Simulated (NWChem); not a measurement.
System: C2H7FOSi; SMILES CC[SiH](O)F

Here is an NWChem input.

```
start job
memory heap 200 mb stack 900 mb global 1100 mb
geometry units angstroms noautoz
  Si     0.026641     0.525293     0.324573
  O     -1.477124     0.840101    -0.290600
  F      0.950611     1.747800    -0.200466
  C      0.735862    -1.081008    -0.304928
  C     -0.098515    -2.314804     0.036294
  H      0.029417     0.587849     1.813609
  H     -2.143786     0.149868    -0.263132
  H      0.860429    -0.982947    -1.397556
  H      1.755758    -1.178101     0.107156
  H     -0.228716    -2.434672     1.124308
  H      0.367247    -3.239787    -0.336754
  H     -1.105097    -2.262260    -0.410572
end
basis spherical
  * library def2-svp
end
dft
  xc xtpss03 ctpss03
  iterations 150
  mulliken
end
task dft energy
```

Excerpt of the output:

```
             Northwest Computational Chemistry Package (NWChem) 7.3.0
             --------------------------------------------------------

 C1  symmetry detected

                             Geometry "geometry" -> ""
                             -------------------------

 Output coordinates in angstroms (scale by  1.889725989 to convert to a.u.)

  No.       Tag          Charge          X              Y              Z
 ---- ---------------- ---------- -------------- -------------- --------------
    1 Si                  14.0000     0.00294656     0.52208003     0.33899866
    2 O                    8.0000    -1.51601002     0.79062623    -0.26058862
    3 F                    9.0000     0.88105197     1.77780500    -0.18635414
    4 C                    6.0000     0.75917098    -1.05586877    -0.30727608
    5 C                    6.0000    -0.03070947    -2.31876357     0.03339325
    6 H                    1.0000     0.01733112     0.57545855     1.82832502
    7 H                    1.0000    -2.15916247     0.07849538    -0.23162524
    8 H                    1.0000     0.87037639    -0.94695463    -1.40031766
    9 H                    1.0000     1.78546685    -1.12162016     0.09499458
   10 H                    1.0000    -0.14686561    -2.44963062     1.12172990
   11 H                    1.0000     0.46198843    -3.22545134    -0.34982818
   12 H                    1.0000    -1.04254317    -2.29687833    -0.40406649

 Effective nuclear repulsion energy (a.u.)     248.5974804792

                                 NWChem DFT Module
                                 -----------------

 Summary of "ao basis" -> "ao basis" (spherical)
 ------------------------------------------------------------------------------
       Tag                 Description            Shells   Functions and Types
 ---------------- ------------------------------  ------  ---------------------
 Si                         def2-svp                 8       18   4s3p1d
 O                          def2-svp                 6       14   3s2p1d
 F                          def2-svp                 6       14   3s2p1d
 C                          def2-svp                 6       14   3s2p1d
 H                          def2-svp                 3        5   2s1p

            General Information
            -------------------
          SCF calculation type: DFT
          Wavefunction type:  closed shell.
          No. of atoms     :    12
          No. of electrons :    50
           Alpha electrons :    25
            Beta electrons :    25
          Charge           :     0
          Spin multiplicity:     1
          Use of symmetry is: off; symmetry adaption is: off
          Maximum number of iterations: 150
          AO basis - number of functions:   109
                     number of shells:    53
          Convergence on energy requested:  1.00D-06
          Convergence on density requested:  1.00D-05
          Convergence on gradient requested:  5.00D-04

              XC Information
              --------------
                  TPSS metaGGA Exchange Functional  1.000
             TPSS03 metaGGA Correlation Functional  1.000

             Grid Information
             ----------------
          Grid used for XC integration:  medium
          Radial quadrature: Mura-Knowles
          Angular quadrature: Lebedev.
          Tag              B.-S. Rad. Rad. Pts. Rad. Cut. Ang. Pts.
          ---              ---------- --------- --------- ---------
          Si                  1.10       88          10.0       590
          O                   0.60       49          11.0       434
          F                   0.50       49          12.0       434
          C                   0.70       49          10.0       434
          H                   0.35       45          11.0       434
          Grid pruning is: on
          Number of quadrature shells:   599
          Spatial weights used:  Erf1

      Superposition of Atomic Density Guess
      -------------------------------------

 Sum of atomic energies:        -541.46678368

      Non-variational initial energy
      ------------------------------

 Total energy =    -543.694459
 1-e energy   =   -1240.878277
 2-e energy   =     448.586338
 HOMO         =      -0.341740
 LUMO         =       0.061589

     ---------------------------------------------
      Total Density - Mulliken Population Analysis
     ---------------------------------------------

    Atom       Charge   Shell Charges
 -----------   ------   -------------------------------------------------------
    1 Si  14    12.69   2.00  1.99  0.88  0.17  5.93  0.89  0.51  0.31
    2 O    8     8.77   1.99  1.10  0.63  3.10  1.95  0.00
    3 F    9     9.57   1.99  1.15  0.78  3.52  2.14  0.00
    4 C    6     6.52   1.99  0.97  0.28  2.07  1.19  0.02
    5 C    6     6.25   1.99  0.95  0.21  2.03  1.06  0.03
    6 H    1     1.11   0.70  0.40  0.01
    7 H    1     0.65   0.52  0.07  0.06
    8 H    1     0.87   0.66  0.19  0.03
    9 H    1     0.87   0.66  0.18  0.03
   10 H    1     0.90   0.67  0.20  0.02
   11 H    1     0.90   0.67  0.20  0.02
   12 H    1     0.90   0.67  0.20  0.02

   convergence    iter        energy       DeltaE   RMS-Dens  Diis-err
 ---------------- ----- ----------------- --------- --------- ---------
 d= 0,ls=0.0,diis     1   -544.7602161902 -7.93D+02  1.67D-02  7.98D-01
 d= 0,ls=0.0,diis     2   -544.6241053916  1.36D-01  1.04D-02  2.50D+00
 d= 0,ls=0.0,diis     3   -544.8557171835 -2.32D-01  1.20D-03  2.73D-02
 d= 0,ls=0.0,diis     4   -544.8576303289 -1.91D-03  5.86D-04  4.70D-03
 d= 0,ls=0.0,diis     5   -544.8581768005 -5.46D-04  1.60D-04  5.36D-04
  Resetting Diis
 d= 0,ls=0.0,diis     6   -544.8582458613 -6.91D-05  2.94D-05  9.92D-06
 d= 0,ls=0.0,diis     7   -544.8582466041 -7.43D-07  2.89D-05  3.57D-06
 d= 0,ls=0.0,diis     8   -544.8582457586  8.46D-07  1.91D-05  1.31D-05
 d= 0,ls=0.0,diis     9   -544.8582469251 -1.17D-06  1.21D-06  1.83D-08
 d= 0,ls=0.0,diis    10   -544.8582469271 -2.02D-09  3.32D-07  2.33D-09

         Total DFT energy =     -544.858246927122
      One electron energy =    -1245.443225657508
           Coulomb energy =      505.575976229749
    Exchange-Corr. energy =      -53.588477978602
 Nuclear repulsion energy =      248.597480479239

 Numeric. integr. density =       50.000004249923

                       DFT Final Molecular Orbital Analysis
                       ------------------------------------

 Vector   23  Occ=2.000000D+00  E=-3.083693D-01
              MO Center= -5.7D-01,  5.8D-01,  1.0D-01, r^2= 3.3D+00
   Bfn.  Coefficient  Atom+Function         Bfn.  Coefficient  Atom+Function
  ----- ------------  ---------------      ----- ------------  ---------------
    23      0.351560   2 O  py               26      0.254009   2 O  py
    22     -0.252352   2 O  px               38      0.245944   3 F  pz
    75      0.207654   6 H  s                25     -0.180104   2 O  px
    41     -0.171813   3 F  pz               10      0.143886   1 Si pz
    76      0.139491   6 H  s                52     -0.127333   4 C  pz

 Vector   24  Occ=2.000000D+00  E=-2.938851D-01
              MO Center= -7.6D-01,  2.7D-01, -1.9D-01, r^2= 3.1D+00
   Bfn.  Coefficient  Atom+Function         Bfn.  Coefficient  Atom+Function
  ----- ------------  ---------------      ----- ------------  ---------------
    24      0.483505   2 O  pz               27      0.348651   2 O  pz
    37      0.166551   3 F  py               51     -0.148666   4 C  py
   100     -0.130380  11 H  s                40     -0.118238   3 F  py
    49     -0.112127   4 C  s                63      0.111939   5 C  s
    50      0.110941   4 C  px                8     -0.108894   1 Si px

 Vector   25  Occ=2.000000D+00  E=-2.537274D-01
              MO Center= -2.3D-01, -6.9D-02,  1.2D-01, r^2= 3.6D+00
   Bfn.  Coefficient  Atom+Function         Bfn.  Coefficient  Atom+Function
  ----- ------------  ---------------      ----- ------------  ---------------
    24      0.304713   2 O  pz               51      0.255389   4 C  py
    27      0.226831   2 O  pz               75     -0.221187   6 H  s
    76     -0.222033   6 H  s                49      0.205671   4 C  s
    54      0.184883   4 C  py               23      0.180650   2 O  py
    50     -0.162229   4 C  px               22     -0.160448   2 O  px

 Vector   26  Occ=0.000000D+00  E= 1.034968D-02
              MO Center= -1.1D+00, -7.5D-01, -2.0D-02, r^2= 5.1D+00
   Bfn.  Coefficient  Atom+Function         Bfn.  Coefficient  Atom+Function
  ----- ------------  ---------------      ----- ------------  ---------------
    63      1.109289   5 C  s               106     -0.650910  12 H  s
    81     -0.637802   7 H  s                21      0.596589   2 O  s
   101     -0.530170  11 H  s                49      0.395370   4 C  s
    11      0.385869   1 Si px               96     -0.338554  10 H  s
     4     -0.325482   1 Si s                91     -0.240646   9 H  s

 Vector   27  Occ=0.000000D+00  E= 3.265659D-02
              MO Center= -4.8D-01,  7.4D-02,  1.8D-01, r^2= 5.3D+00
   Bfn.  Coefficient  Atom+Function         Bfn.  Coefficient  Atom+Function
  ----- ------------  ---------------      ----- ------------  ---------------
    12      0.797915   1 Si py               81      0.683774   7 H  s
    63      0.573815   5 C  s               101     -0.461297  11 H  s
    21     -0.420714   2 O  s                35     -0.380275   3 F  s
    96     -0.376888  10 H  s                67      0.315614   5 C  px
    11      0.300618   1 Si px              106      0.289513  12 H  s

[...]
```

Level: TPSS/def2-SVP. All runs use the structure optimised with PBE0/def2-SVP. No frequency run checked for a minimum.
